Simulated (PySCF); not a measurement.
MgCl2, SMILES [Cl][Mg][Cl].

Geometry optimised at ωB97X-D3(BJ)/def2-TZVP. The isomer is the one that the SMILES or the coordinates give; other isomers of the formula were not compared.

Two levels are set side by side: TDDFT-PBE/def2-TZVPD (PySCF) and TDDFT-M06-2X/def2-TZVPD (PySCF). Vertical, same geometry. The lowest singlet is HOMO−1→LUMO 100 % with PBE and HOMO−1→LUMO 96 % with the other functional; states are paired by order. Differences are taken from unrounded values.

| quantity | TDDFT-M06-2X | TDDFT-PBE | TDDFT-PBE minus TDDFT-M06-2X |
|---|---|---|---|
| lowest singlet excitation (eV) | 5.95 | 5.17 | -0.77 |
| lowest triplet excitation (TDA) (eV) | 5.71 | 5.01 | -0.70 |
| first bright state (f over 0.05) (eV) | 6.06 | 5.33 | -0.73 |
| its oscillator strength | 0.09 | 0.06 | -0.03 |

Functionals without exact exchange tend to place singlet excitations lower, as here. Differences between two approximate levels are no errors against the true value.

Rough cost on one machine, each run with all the roots and properties that it gave: TDDFT-M06-2X against TDDFT-PBE about 10 times.
